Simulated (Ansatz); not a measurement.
CH5Si, SMILES [CH2][SiH3], multiplicity 2.

The structure is a stationary point at B3LYP-D3(BJ)/def2-TZVP. The isomer is the one that the SMILES or the coordinates give; other isomers of the formula were not compared.

Two levels are set side by side: PBE/def2-TZVPD (Ansatz, a program for electronic structure) and PBE0/def2-TZVPD (Ansatz). Energy differences of separate SCF runs at the same geometry; the states with an electron removed or added have multiplicity 1 and 1. Differences are taken from unrounded values.

```tsv
quantity	PBE0	PBE	PBE minus PBE0
vertical ionisation energy (eV)	9.44	9.24	-0.20
vertical electron affinity (eV)	0.54	0.69	0.15
```
